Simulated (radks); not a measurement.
All-electron atom: Cd2+ in [Ar] 3d10 4s2 4p5 4d10 5d1 (not the ground configuration). Method: Dirac Kohn-Sham, PBE, spin-unpolarised, spherical densities, finite nucleus; open shells fill j = l - 1/2 first; Fermi nuclear charge, rms radius 4.6087 fm; computed with a radial shooting solver on a logarithmic mesh with Libxc functionals.

Normalised radial functions P(r) = r R(r) (large component), r in bohr:

```
   r/bohr * 4d3/2, o 4d5/2, + 5d3/2 (the largest magnitude, 0.976, reaches the edge; | marks zero, & curves that meet)
 0.004707                             &
 0.006379                             &
 0.008577                             &
  0.01162                             &
  0.01563                             &
  0.02118                             &
  0.02848                             &*
  0.03859                             +&
   0.0523                             |+&
  0.07032                             |+  &
   0.0953                             | +   o*
   0.1281                             |  +      &
   0.1736                             |  +         &
   0.2353                             |   +         &
   0.3164                             | +      &
   0.4288                           *&|
   0.5765              &          +   |
   0.7814    &                  +     |
    1.059  &                     +    |
    1.424        &                   +|
     1.93                o*           |    +
    2.594                       o*    |          +
    3.516                           & |              +
    4.727                             &            +
    6.406                             &       +
    8.682                             & +
    11.67                             &
```

4d3/2: eigenvalue -40.143 eV, 1 radial node at r = 0.413 bohr, <r> = 1.18 bohr, 90 % of the charge inside 1.84 bohr. 4d5/2: eigenvalue -39.357 eV, 1 radial node at r = 0.417 bohr, <r> = 1.20 bohr, 90 % of the charge inside 1.86 bohr. 5d3/2: eigenvalue -9.786 eV, 2 radial nodes at r = 0.405, 1.51 bohr, <r> = 4.22 bohr, 90 % of the charge inside 6.14 bohr.
